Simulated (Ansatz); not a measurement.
CH3BFNO (`C=NB(O)F`). Charge 0, multiplicity 1. Geometry: relaxed with PBE0-D4/def2-TZVP. It is one conformer, not always the lowest.

```xyz
8

C     0.506   -0.235    1.354
N     0.453    0.402    0.279
B    -0.501    0.499   -0.777
O    -0.406   -0.204   -1.933
F    -1.484    1.390   -0.690
H     1.367   -0.125    2.021
H    -0.279   -0.924    1.696
H     0.344   -0.802   -1.950
```

**Question.** What is the dipole moment at ωB97M-V/def2-TZVPP? (Estimate.)

**Answer.** Ansatz gave: 3.35 D, with components (1.59, -2.44, 1.66) D in this frame, pointing from negative to positive charge.

**Question.** And with PBE, r2SCAN, B3LYP? (An estimate is asked.)

**Answer.** Computed: PBE 3.14 D, r2SCAN 3.24 D, B3LYP 3.33 D.

**Question.** Give the Mulliken charges with ωB97M-V, B3LYP, PBE in def2-TZVPP. (Best estimate.)

**Answer.** Ansatz gave: 
```json
{"atom": "C1", "ωB97M-V": "-0.06", "B3LYP": "-0.08", "PBE": "-0.07"}
{"atom": "N2", "ωB97M-V": "-0.17", "B3LYP": "-0.14", "PBE": "-0.11"}
{"atom": "B3", "ωB97M-V": "0.36", "B3LYP": "0.35", "PBE": "0.26"}
{"atom": "O4", "ωB97M-V": "-0.28", "B3LYP": "-0.28", "PBE": "-0.24"}
{"atom": "F5", "ωB97M-V": "-0.26", "B3LYP": "-0.26", "PBE": "-0.22"}
{"atom": "H6", "ωB97M-V": "0.11", "B3LYP": "0.11", "PBE": "0.10"}
{"atom": "H7", "ωB97M-V": "0.10", "B3LYP": "0.09", "PBE": "0.08"}
{"atom": "H8", "ωB97M-V": "0.19", "B3LYP": "0.20", "PBE": "0.20"}
```

B3LYP here is the variant with VWN-RPA as its local correlation; programs differ in this.
